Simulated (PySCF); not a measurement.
Molecule: C2H11N3Sn, SMILES [NH2][SnH]([N](C)C)[NH2]. Atoms near the plane z = 0.6 Å, at the GFN2-xTB optimised geometry (x, y, z in Å): Sn1 (-0.1, -0.4, 0.0), N2 (-0.6, 1.6, 0.0), N3 (1.9, -0.4, 0.0), H7 (-0.9, -1.4, 1.2), H8 (0.1, 2.1, 0.5), H9 (-1.4, 1.8, 0.4), H10 (2.3, -1.3, -0.2), H11 (2.4, -0.1, 0.9).

Computed with PBE0/def2-SVP, def2 effective core potentials past Kr (PySCF 2.14.0). The core electrons that the potentials of Sn replace are not part of the density. The values are rescaled to run from 0 to 1.

```
|                           |
|                           |
|                           |
|         ..::::.           |
|       .:---===-:          |
|      :-===++*+=-.         |
|     .-=+***###+=:         |
|     :-+*###%%%*=:.        |
|     :=+#%%%%%#*=:.        |
|     .-+*#%%%#*+=::::.     |
|     .:=+*####*+=--=--:.   |
|      :-=+*##**++++++=-:   |
|      .-=+**##**+**##*+-.  |
|      .-=+*#%%%**#%%%#+-:  |
|      :-=+*%@@%###%%%#+=:  |
|     .:-+*#%@@%###%%#*+-.  |
|     .:-+*###%#***##*+=-.  |
|     .:-+*###**+++***+=:.  |
|     .:-=+***++===+++=-.   |
|     .:-==+++==-------:.   |
|     ..:--===--::::::.     |
|      ..:::::::...         |
|        ......             |
|                           |
|                           |
|                           |
|                           |
```
Scale: ten equal steps from 0.000 (start of ' ') to 1.00 (end of '@'), in the order ' .:-=+*#%@'; x runs from -4.50 to 4.50, y from -4.50 (bottom) to 4.50 (top).

### Question
Which quantity is mapped?
A) electron localisation function
B) log10 of the electron density
C) Laplacian of the electron density
D) deformation density (molecule minus spherical neutral atoms)

### Answer
B, log10 of the electron density. In full: log10 of the electron density (e/bohr³), floored at −4.
